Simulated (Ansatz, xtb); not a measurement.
# BrH2NSi: which of two isomers lies lower

Structure a is `N[Si]Br`, a singlet and structure b is `[H]/N=[SiH]\Br`, a singlet. Both are isolated molecules in the gas phase, relaxed with B3LYP-D3(BJ)/6-311G**; the shapes shown needn't be the lowest conformers.

a (Å):

```xyz
5

Br    0.2553    1.0378   -1.6671
N    -0.4160    0.0480    1.1556
Si   -0.7261    1.5389    0.3742
H    -0.7147   -0.1107    2.1096
H     0.0611   -0.7519    0.7589
```

b (Å):

```yaml
atoms:
  - { symbol: Br, position_ang: [-0.6865, -1.1261, 1.2107] }
  - { symbol: N, position_ang: [0.3924, 0.6448, -1.5972] }
  - { symbol: Si, position_ang: [0.5456, 0.2176, -0.0767] }
  - { symbol: H, position_ang: [1.6633, 0.7441, 0.7136] }
  - { symbol: H, position_ang: [-0.3330, 0.3477, -2.2363] }
```

Quicker runs give these differences E(b) − E(a): GFN2-xTB −6.9 kcal/mol; HF/STO-3G +55.7 kcal/mol (at GFN2-xTB geometries); r2SCAN-D4/def2-SVP +24.7 kcal/mol (at GFN2-xTB geometries).

**Question.** Estimate E(b) − E(a) at the level CCSD(T)/def2-TZVPP.

**Answer.** Calculated at CCSD(T)/def2-TZVPP: E(b) − E(a) = +23.7 kcal/mol, so structure a lies lower.

How the difference moves with the method:

| level | geometry | E(b) − E(a) (kcal/mol) | departure from the last row (kcal/mol) | job, with rough time for the two |
| --- | --- | --- | --- | --- |
| GFN2-xTB | GFN2-xTB | −6.9 | −30.6 | optimisation, 0.34 s |
| HF/STO-3G | GFN2-xTB | +55.7 | +31.9 | single point, 0.53 s |
| r2SCAN-D4/def2-SVP | GFN2-xTB | +24.7 | +0.9 | single point, 2.8 s |
| B3LYP-D3(BJ)/6-311G** | B3LYP-D3(BJ)/6-311G** | +27.1 | +3.3 | optimisation, 39 s |
| HF/def2-TZVPP | B3LYP-D3(BJ)/6-311G** | +29.4 | +5.7 | part of the CCSD(T) run |
| MP2/def2-TZVPP | B3LYP-D3(BJ)/6-311G** | +21.0 | −2.7 | part of the CCSD(T) run |
| CCSD(T)/def2-TZVPP | B3LYP-D3(BJ)/6-311G** | +23.7 |  | single point, 42 s |

As drawn, b has 1 N=Si, 1 Si–H in place of 1 N–Si, 1 N–H.

GFN2-xTB puts the two in the other order. The largest departure from CCSD(T)/def2-TZVPP is that of HF/STO-3G, 31.9 kcal/mol.

With harmonic frequencies from B3LYP-D3(BJ)/6-311G** (ideal gas, rigid rotor, one conformer each, 600 K, 1 atm): the zero-point term adds −2.4 kcal/mol; ΔH is +21.5 and ΔG +21.4 kcal/mol.

The correlated steps freeze 15 core orbitals; the filled d shell of Br is correlated, in a basis made for valence electrons. Run with Ansatz 0.2.0, xtb 6.7.1; the last row on 2 threads of Intel(R) Xeon(R) Platinum 8259CL CPU @ 2.50GHz (Skylake/Cascade Lake) on a shared host.
